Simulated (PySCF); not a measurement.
## Deuteron quadrupole couplings in `CCC[P@](=O)([O-])C(F)(F)F`

C4H7F3O2P (charge -1).
Geometry (GFN2-xTB, Å), atoms numbered from 1 in this order:
```xyz
17
C4H7F3O2P angstrom
C     -2.5563    0.7808    0.4489
C     -1.4105   -0.2062    0.6398
C     -0.0846    0.3199    0.1218
P      1.1479   -1.0336    0.4544
O      0.9107   -2.2115   -0.4112
O      1.4096   -1.1883    1.9037
C      2.6611   -0.1102   -0.2796
F      3.7719   -0.8636   -0.1842
F      2.5527    0.2106   -1.5895
F      2.9640    1.0601    0.3281
H     -2.3491    1.7115    0.9757
H     -2.6870    1.0093   -0.6081
H     -3.4901    0.3696    0.8307
H     -1.6303   -1.1427    0.1205
H     -1.2909   -0.4455    1.6998
H      0.2095    1.2293    0.6484
H     -0.1355    0.5227   -0.9494
```

Level: PBE0/pcSseg-1 (PySCF, non-relativistic); Q(2H) = 0.00286 b; rigid geometry, the same for H and D, with no vibrational averaging.

Question: What are Vzz, η and χzz (234.96 MHz × Q × Vzz) at all hydrogens?

Answer: 
| atom | bonded to | bond length (Å) | Vzz (au) | η | χzz (kHz) |
| --- | --- | --- | --- | --- | --- |
| H11 | C1 | 1.089 | 0.3153 | 0.01 | 212 |
| H12 | C1 | 1.089 | 0.3154 | 0.01 | 212 |
| H13 | C1 | 1.089 | 0.3176 | 0.00 | 213 |
| H14 | C2 | 1.093 | 0.2986 | 0.02 | 201 |
| H15 | C2 | 1.093 | 0.2986 | 0.02 | 201 |
| H16 | C3 | 1.091 | 0.3120 | 0.03 | 210 |
| H17 | C3 | 1.091 | 0.3119 | 0.03 | 210 |

One conformer (not necessarily the lowest) at the GFN2-xTB geometry, without solvent, vibrations or thermal averaging. The pcSseg-1 basis has no diffuse functions, a weakness for an anion. GFN2-xTB bond lengths can be off by several hundredths of an ångström, more for odd bonds, and the gradients follow them. With so small a basis the couplings can be 20 % off.
